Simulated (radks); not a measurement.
Problem. These are the eigenvalues of the occupied orbitals of an atom or ion with whole-number occupations (hartree). Method: non-relativistic Kohn-Sham, LDA (Slater exchange, Perdew-Wang correlation), spin-polarised, spherical densities, point nucleus; computed with a radial shooting solver on a logarithmic mesh with Libxc functionals.

orbital  eigenvalue
1s up      -4.13321
1s down    -4.11412
2s up      -0.39227
3p up      -0.04724

Which element is it, and in what charge state? The configuration may be excited. Open shells, if any, are filled with parallel spins first.

Solution. Z = 4, beryllium, charge 0: Be in [He] 2s1 3p1. The list shows which subshells hold electrons but not how many an open one holds; the 1s level, -4.1332 hartree, gives Z - s = 2.9 by -(Z - s)^2/2, which with screening narrows Z to a few neighbours, and the depths of the outer levels then fix element, charge and occupations together.
